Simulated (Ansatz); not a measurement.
Born–Oppenheimer molecular dynamics of ClF₃Hf (5 atoms, charge 0, multiplicity 1). It starts from a relaxed structure.

Level of theory: RKS BLYP/def2-SVP in Ansatz.

- ensemble: NVT, Langevin thermostat
- time step: 1 fs
- steps asked: 150
- set temperature: 700 K
- friction: 0.05 /fs
- seed: 764429

First frame:

```xyz
5
Properties=species:S:1:pos:R:3
Hf 0.000 0.000 0.029
Cl 0.000 0.000 2.401
F 1.803 0.000 -0.629
F -0.901 1.561 -0.630
F -0.901 -1.561 -0.630
```

(1) How far do the bonds stretch over the last three quarters of this one trajectory? (Pairs bonded in most of those frames.)

## Answers

(1) 
```csv
bond,mean (Å),spread (Å),shortest,longest
Hf1–Cl2,2.392,0.042,2.33,2.48
Hf1–F3,1.909,0.057,1.82,2.03
Hf1–F4,1.915,0.037,1.83,1.98
Hf1–F5,1.919,0.034,1.86,1.98
```

Mean temperature of the second half: 646 K. A run of 0.15 ps of so small a system gives no equilibrium averages.

The run took 4.3 min on 1 thread of Intel(R) Xeon(R) 6975P-C (Granite Rapids), on a shared host, peak memory 0.18 GiB.
